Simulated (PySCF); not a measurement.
SMILES C[NH][Ga]([CH3])[CH3], GFN2-xTB optimised geometry.

```
15

Ga    -0.70    -0.12     0.00
C     -1.56     1.73     0.00
H     -2.18     1.86    -0.89
H     -0.81     2.51     0.01
H     -2.21     1.85     0.87
C     -1.62    -1.93     0.00
H     -1.33    -2.51    -0.88
H     -2.70    -1.82     0.00
H     -1.34    -2.51     0.89
N      1.14    -0.12     0.00
C      2.06    -1.25     0.00
H      1.66     0.76     0.00
H      2.70    -1.25     0.89
H      2.70    -1.25    -0.89
H      1.48    -2.17    -0.01
```

Density from PBE0/def2-TZVP in PySCF at that geometry.

Minimum of the electron density along straight lines between bonded atoms, close to the bond critical point (lines longer than 1.1 times the sum of covalent radii, or with two minima, are not listed):

```tsv
bond	length / Å	ρ at the minimum / e bohr⁻³	∇²ρ there / e bohr⁻⁵	position (fraction from the first atom)
Ga1–C2	2.035	0.102	0.15	0.47
C2–H3	1.093	0.270	-0.89	0.64
C2–H4	1.092	0.272	-0.90	0.64
C2–H5	1.093	0.271	-0.89	0.64
Ga1–C6	2.036	0.102	0.15	0.47
C6–H7	1.093	0.270	-0.89	0.64
C6–H8	1.093	0.272	-0.90	0.64
C6–H9	1.093	0.270	-0.89	0.64
Ga1–N10	1.839	0.128	0.55	0.48
N10–C11	1.458	0.265	-0.67	0.59
N10–H12	1.015	0.335	-1.59	0.73
C11–H13	1.096	0.278	-0.96	0.64
C11–H14	1.096	0.278	-0.96	0.64
C11–H15	1.092	0.281	-0.98	0.64
```
